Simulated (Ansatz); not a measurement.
Consider the ligand exchange at the Sn–N bond: `[NH2][SnH2][OH]` + HBr → `[OH][SnH2][Br]` + NH₃.

Isolated molecules relaxed with PBE0-D4/def2-TZVP in Ansatz; ΔE leaves out vibrations. CCSD(T)/CBS adds triple-zeta CCSD(T) − MP2 to the extrapolated MP2 energy (def2 sets, frozen cores). This one scheme is used for every species. def2 core potentials past Kr. For Br, Sn outer-core shells are correlated without core-valence functions, which leaves a few kJ/mol of doubt a bond. Scalar relativity is left out up to krypton. Each species was taken in one conformer, which may not be the lowest.

`[NH2][SnH2][OH]`:

Z-matrix (Å, degrees):
```
Sn
O 1 1.966
N 1 2.010 2 104.3
H 1 1.715 2 105.9 3 -121.4
H 1 1.703 2 108.7 3 114.2
H 2 0.959 1 112.7 3 131.9
H 3 1.010 1 116.0 2 -88.4
H 3 1.010 1 114.8 2 143.2
```

HBr:

```xyz
2

Br   -0.180   -0.656   -0.204
H     0.180    0.656    0.204
```

`[OH][SnH2][Br]`:

Z-matrix (Å, degrees):
```
Sn
Br 1 2.480
O 1 1.953 2 107.1
H 1 1.694 2 109.5 3 113.3
H 1 1.702 2 106.5 3 -118.3
H 3 0.960 1 113.5 2 -51.4
```

NH₃:

Z-matrix (Å, degrees):
```
N
H 1 1.013
H 1 1.013 2 107.1
H 1 1.013 2 107.1 3 -114.5
```

```
          species  CCSD/CBS(def2) energy (Eh)
`[NH2][SnH2][OH]`                  -346.89402
              HBr                 -2573.91032
 `[OH][SnH2][Br]`                 -2864.34828
              NH₃                   -56.50119
```

Task: Work out ΔE.

Result: ΔE = (-2864.34828) + (-56.50119) − (-346.89402) − (-2573.91032) = -0.04513 Eh = -118.5 kJ/mol. CCSD(T)/CBS gives -116.9 kJ/mol.

Largest T1 diagnostic among the species: 0.013.

From BLYP to BHLYP (50 % exact exchange), in def2-TZVPP and without D4, ΔE moves by −7.0 kJ/mol. Leaving LDA and LC-ωPBE aside and taking each functional with its dispersion term where it has one, the values, not all of them listed here, spread over 10.1 kJ/mol, from BHLYP-D4 to CAM-B3LYP-D4. LDA lies +6.0 kJ/mol from PBE without D4. In def2-TZVPP, CCSD(T) changes the Hartree–Fock value by +19.5 kJ/mol (the triples alone add +1.6 kJ/mol) and MP2 by +16.3 kJ/mol.
